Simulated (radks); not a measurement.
Results of a calculation; reference values are marked as such.
Pm+, configuration [Kr] 4d10 4f5 5s1.5 5p6 6s1 5d0.5 (fractional occupations, a model configuration). Level of theory: scalar-relativistic Kohn-Sham, Wu-Cohen GGA, spin-polarised, spherical densities, finite nucleus; open shells are filled with parallel spins first (spin-orbit coupling, left out, can overturn this in heavy ions); Fermi nuclear charge, rms radius 4.962 fm (a radial shooting solver on a logarithmic mesh with Libxc functionals). Some entries of the table are withheld. Estimate them.

| orbital | occ. | eigenvalue (Ry) | <r^2> (bohr^2) | r(max) (bohr) |
|---|---|---|---|---|
| 1s up | 1 | -3308.942 | 0.0007319 | 0.01479 |
| 1s down | 1 | -3308.938 | 0.0007319 | 0.01479 |
| 2s up | 1 | -538.4434 | 0.01156 | 0.08381 |
| 2s down | 1 | -538.4381 | 0.01156 | 0.08381 |
| 2p up | 3 | -481.0168 | 0.009261 | 0.06761 |
| 2p down | 3 | -481.0123 | 0.009260 | 0.06761 |
| 3s up | 1 | -117.8560 | 0.07762 | 0.2387 |
| 3s down | 1 | -117.7445 | 0.07754 | 0.2386 |
| 3p up | 3 | -99.81680 | 0.07768 | 0.2338 |
| 3p down | 3 | -99.70618 | 0.07757 | 0.2337 |
| 3d up | 5 | -75.04374 | 0.06574 | 0.1918 |
| 3d down | 5 | -74.95688 | 0.06561 | 0.1917 |
| 4s up | 1 | -23.96904 | 0.3972 | 0.5521 |
| 4s down | 1 | -23.68039 | 0.3968 | 0.5519 |
| 4p up | 3 | -18.05034 | 0.4488 | 0.5762 |
| 4p down | 3 | -17.76034 | 0.4484 | 0.5759 |
| 4d up | 5 | -9.68553 | 0.5505 | 0.6029 |
| 4d down | 5 | -9.39395 | 0.5506 | 0.6023 |
| 5s up | 1 | -3.70729 | 2.292 | 1.283 |
| 5s down | 0.5 | -3.49147 | 2.342 | 1.292 |
| 5p up | 3 | -2.26779 | 3.153 | 1.452 |
| 5p down | 3 | -2.08523 | 3.242 | 1.469 |
| 4f up | 5 | (1) | 1.381 | (2) |
| 6s up | 1 | -0.67231 | 16.10 | 3.379 |
| 5d up | 0.5 | -0.62958 | 8.494 | (3) |
| 4f down | 0 | (4) | 1.560 | (5) |
| 5d down | 0 | -0.49671 | 8.879 | (6) |

Answer. 
(1) 4f up eigenvalue (Ry): -0.81305
(2) 4f up r(max) (bohr): 0.6366
(3) 5d up r(max) (bohr): 2.067
(4) 4f down eigenvalue (Ry): -0.54505
(5) 4f down r(max) (bohr): 0.6375
(6) 5d down r(max) (bohr): 2.105
